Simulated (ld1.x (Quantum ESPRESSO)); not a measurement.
**What one change does to a pseudopotential (Au, PAW)**

```json
{
 "Element": "Au (Z = 79)",
 "Generator": "ld1.x (Quantum ESPRESSO) 7.5",
 "Type": "PAW",
 "Functional": "PBE",
 "Relativity": "scalar-relativistic",
 "Frozen core": "[Xe] 4f14",
 "Valence charge": "11",
 "Reference configuration": "5d10 6s1 6p0",
 "Partial waves": "6s (bound): rcut 1.95, rcutus 2.30 bohr; 6s channel at 0.55 Ry: rcut 1.95, rcutus 2.30 bohr; 6p (bound, empty): rcut 2.10, rcutus 2.60 bohr; 6p channel at 1.55 Ry: rcut 2.10, rcutus 2.60 bohr; 5d (bound): rcut 1.00, rcutus 1.35 bohr; 5d channel at 0.2 Ry: rcut 1.00, rcutus 1.35 bohr",
 "Local potential": "all-electron potential smoothed inside 1.20 bohr (lloc = -1)",
 "Core correction": "a·sin(br)/r model core, default radius (core density twice the valence density)",
 "Augmentation charge": "PSQ, inside the norm-conserving radii"
}
```

Change: all radii but the core radius scaled by about 0.96 (s 2.22, p 2.50, d 1.30 bohr, rcut 1.88/2.02/0.96); local potential all-electron potential smoothed inside 1.16 bohr (lloc = -1).

Cutoffs: the cutoffs (Ry, on a coarse ladder) from which the occupation-weighted sum of valence levels, in a spherical-Bessel basis at the reference potential, stays within 10 and 1 mRy of its value at 400 Ry; they do not see the model core or the augmentation charge, which bear on the density cutoff. Errors are all-electron minus pseudo energies relative to the spin-unpolarised reference configuration.

Task: How do hardness, ghosts and transferability respond?

Result: The potential gets harder (55 Ry and 100 Ry → 60 Ry and 110 Ry); both files keep a bound ghost (p, s); the errors of the 7 common tests hardly move. A smaller radius makes the pseudo-wave follow the all-electron one further in, where it bends more sharply, so more plane waves are needed.

```csv
quantity,base,changed
"cutoff, loose",55 Ry,60 Ry
"cutoff, tight",100 Ry,110 Ry
loose cutoff by channel (10 mRy a level),"s 6 Ry, d 45 Ry","s 8 Ry, d 50 Ry"
bound ghosts,"s, p","s, p"
"error for 5d10 6s0 6p0, meV [ΔE 9.41 eV]",-5.4,-5.4
"error for 5d9 6s0 6p0, meV [ΔE 30.62 eV]",-37,-37
"error for 5d8 6s0 6p0, meV [ΔE 64.49 eV]",-203,-203
"error for 5d9 6s1 6p0, meV [ΔE 12.12 eV]",-21,-21
"error for 5d9 6s2 6p0, meV [ΔE 1.69 eV]",-18,-19
"error for 5d10 6s0 6p1, meV [ΔE 5.25 eV]",-2.4,-2.4
"error for 5d10 6s0.5 6p0, meV [ΔE 3.77 eV]",-1.9,-1.9
lowest overlap eigenvalue by channel,"s 0.15, p 0.37, d 0.86","s 0.19, p 0.50, d 0.82"
```

 A true bound ghost makes a file unfit for plane-wave use even where its test errors are small: the radial tests pick states by their node count and pass the ghost by.
